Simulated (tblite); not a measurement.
Cl$_{3}$Ga, singlet, at a GFN2-xTB geometry (such geometries of metal compounds can be far from the true shape); tblite 0.6.0 with GFN1-xTB with ALPB(water).

The tblite input:
```
$ tblite run mol.xyz --method gfn1 --charge 0 --spin 0 --alpb water --json tblite.json --no-restart

# file mol.xyz
4

Ga     0.00000000     0.00000000    -0.00000000
Cl    -1.75999983    -1.10581726    -0.20820478
Cl     0.10032532     1.95214694    -0.73677512
Cl     1.65967451    -0.84632969     0.94497990
```

Output, abridged:

```
xTB calculator
 | screened Coulomb repulsion
 | Coulomb electrostatics
 |  * isotropic Klopman-Ohno-Mataga-Nishimoto electrostatics
 |  * onsite third-order electrostatics
 | DFT-D3(BJ) dispersion correction
 | Interactions (3)
 | [1] alpb/gbsa reaction field model
 | [2] cds contribution to solvation
 | [3] empirical free energy shift and standard state/solvent correction

halogen bonding energy    0.0000000000000E+00 Eh
repulsion energy          3.1643566221591E-02 Eh
dispersion energy        -1.7839480632888E-03 Eh
interaction energy       -1.6839157199820E-03 Eh
number of electrons       2.4000000000000E+01 e
integral cutoff           4.0000000000000E+01 bohr

------------------------------------------------------------
  cycle        total energy    energy error   density error
------------------------------------------------------------
      1     -14.25991962873  -1.4288095E+01   3.9690396E-01
      2     -14.26962916380  -9.7095351E-03   2.2087180E-01
      3     -14.26875974341   8.6942039E-04   5.9557996E-02
      4     -14.24935333237   1.9406411E-02   1.9697550E-01
      5     -14.27145262797  -2.2099296E-02   1.4604813E-02
      6     -14.27164347364  -1.9084567E-04   1.6244224E-03
      7     -14.27163827693   5.1967114E-06   2.8519843E-03
      8     -14.27164560491  -7.3279876E-06   2.4132255E-04
      9     -14.27164564515  -4.0239858E-08   1.1152169E-04
     10     -14.27164565568  -1.0530405E-08   1.9707052E-05
------------------------------------------------------------

electronic energy        -1.4299821358121E+01 Eh
total energy             -1.4271645655683E+01 Eh

Post processing:
 | Mayer-Wiberg bond orders

[Info] JSON dump of results written to 'tblite.json'
```
